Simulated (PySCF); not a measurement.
Ionisation energy of Ho(2+) by level of theory

Ho(2+) [Xe] 4f11 [4f5/2^6 4f7/2^5, M_J = 15/2] → Ho(3+) [Xe] 4f10 [4f5/2^6 4f7/2^4, M_J = 8], as a difference of total energies. Computed with PySCF 2.14 in x2c-TZVPPall-2c (11s11p10d4f2g, 140 functions), with the two-component X2C-1e Hamiltonian. Correlated levels: [Ar] 3d10 frozen; the 18 highest virtual spinors dropped. "Screened" scales the spin-orbit matrix elements by Boettger's factors to mimic the two-electron term; Breit and QED terms are absent.

```tsv
method	ionisation energy (eV)	difference from reference (eV)
GHF (spin-free)	18.510	-4.280
GMP2 (spin-free)	23.706	+0.916
GHF (screened spin-orbit)	18.306	-4.484
GMP2 (screened spin-orbit)	23.506	+0.716
```

Reference: 22.79 ± 0.03 eV (semi-empirical (NIST evaluation); NIST Atomic Spectra Database, ionization energies).

The spin-free rows relax to the high-spin LS determinant and lack the spin-orbit shift.

The labels give the starting determinants; with spin-orbit coupling the two ends relaxed to ⟨J²⟩ = 63.76, ⟨L²⟩ = 42.40, ⟨S²⟩ = 3.77 and ⟨J²⟩ = 72.01, ⟨L²⟩ = 42.87, ⟨S²⟩ = 5.86.
